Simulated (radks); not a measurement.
Problem. The mean radii <r> (bohr) of the occupied orbitals of an atom or ion are listed with their occupations. All-electron calculation, Dirac Kohn-Sham, XLYP, spin-unpolarised, spherical densities, point nucleus. Program: a radial shooting solver on a logarithmic mesh with Libxc functionals.

orbital  occ.      <r>
1s1/2       2  0.05030
2s1/2       2   0.2260
2p1/2       2   0.1959
2p3/2       4   0.1993
3s1/2       2   0.6811
3p1/2       2   0.7062
3p3/2       4   0.7171
3d3/2       4   0.8940
3d5/2       6   0.9016
4s1/2       1    2.405

Name the element and its charge. Open shells, if any, are shared by 2j + 1.

Solution. Z = 30, zinc, charge +1: Zn+ in [Ar] 3d10 4s1. The 1s radius gives Z: for a bare nucleus <r> = (2 gamma + 1)/(2Z) with gamma = sqrt(1 - (Z/c)^2), 0.04919 bohr for Z = 30, and screening makes it slightly larger (0.05030 here). The occupations add up to 29, and the charge is Z minus that.
